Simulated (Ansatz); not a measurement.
`OC[SiH2]S`. Charge 0, multiplicity 1. The geometry is a stationary point of PBE0-D4/def2-TZVP. It is one conformer, not always the lowest.

```xyz
10

O     0.393   -1.551    0.106
C    -0.234   -0.484    0.801
Si    0.187    1.107   -0.119
S    -0.484    0.967   -2.139
H     0.155   -2.381    0.526
H    -1.326   -0.601    0.833
H     0.123   -0.408    1.839
H     1.651    1.346   -0.039
H    -0.538    2.253    0.487
H     0.072   -0.248   -2.295
```

Q: What is the dipole moment at B3LYP/def2-TZVPP? (Best estimate.)

A: The calculation gave: 2.60 D, with components (-0.44, -1.50, 2.07) D in this frame, pointing from negative to positive charge.

Q: And with PBE, r2SCAN, ωB97M-V? (Estimate.)

A: Ansatz gave: PBE 2.58 D, r2SCAN 2.64 D, ωB97M-V 2.60 D.

Q: Give the Mulliken charges with B3LYP, ωB97M-V, r2SCAN in def2-TZVPP. (Estimate.)

A: The calculation gave: 
```tsv
atom	B3LYP	ωB97M-V	r2SCAN
O1	-0.35	-0.33	-0.37
C2	-0.11	-0.17	-0.05
Si3	0.39	0.29	0.40
S4	-0.29	-0.27	-0.30
H5	0.18	0.17	0.20
H6	0.10	0.12	0.07
H7	0.10	0.12	0.07
H8	-0.07	-0.03	-0.08
H9	-0.07	-0.03	-0.08
H10	0.12	0.13	0.12
```

B3LYP here is the variant with VWN-RPA as its local correlation; programs differ in this.
